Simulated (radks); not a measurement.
Results of a calculation; reference values are marked as such.
Problem. Species: the ytterbium ion Yb2+. Configuration: [Xe] 4f14. Code: a radial shooting solver on a logarithmic mesh with Libxc functionals. Model: Dirac Kohn-Sham, PBE, spin-unpolarised, spherical densities, finite nucleus; Fermi nuclear charge, rms radius 5.3108 fm. Some entries of the table are withheld. Estimate them.

| orbital | occ. | eigenvalue (eV) | <r> (bohr) | <r^2> (bohr^2) |
|---|---|---|---|---|
| 1s1/2 | 2 | -61164.80 | 0.01966 | 0.0005300 |
| 2s1/2 | 2 | (1) | 0.08275 | 0.008153 |
| 2p1/2 | 2 | -9892.197 | (2) | (3) |
| 2p3/2 | 4 | -8845.183 | (4) | (5) |
| 3s1/2 | 2 | -2348.315 | 0.2163 | 0.05360 |
| 3p1/2 | 2 | -2137.566 | 0.2061 | 0.04945 |
| 3p3/2 | 4 | -1915.329 | 0.2201 | 0.05619 |
| 3d3/2 | 4 | -1556.236 | 0.1935 | 0.04401 |
| 3d5/2 | 6 | -1507.679 | 0.1978 | 0.04587 |
| 4s1/2 | 2 | -473.6491 | 0.4879 | 0.2690 |
| 4p1/2 | 2 | -388.3229 | 0.4957 | 0.2800 |
| 4p3/2 | 4 | -338.0391 | 0.5281 | 0.3176 |
| 4d3/2 | 4 | -197.6428 | 0.5536 | 0.3562 |
| 4d5/2 | 6 | -188.4909 | 0.5651 | 0.3711 |
| 5s1/2 | 2 | -69.5754 | 1.208 | 1.646 |
| 5p1/2 | 2 | -46.5284 | 1.363 | (6) |
| 5p3/2 | 4 | -40.3985 | 1.476 | (7) |
| 4f5/2 | 6 | -18.3530 | 0.7695 | 0.8086 |
| 4f7/2 | 8 | -17.0333 | 0.7902 | 0.8610 |

Solution. 
(1) 2s1/2 eigenvalue (eV): -10369.12
(2) 2p1/2 <r> (bohr): 0.06872
(3) 2p1/2 <r^2> (bohr^2): 0.005860
(4) 2p3/2 <r> (bohr): 0.07622
(5) 2p3/2 <r^2> (bohr^2): 0.007072
(6) 5p1/2 <r^2> (bohr^2): 2.114
(7) 5p3/2 <r^2> (bohr^2): 2.482
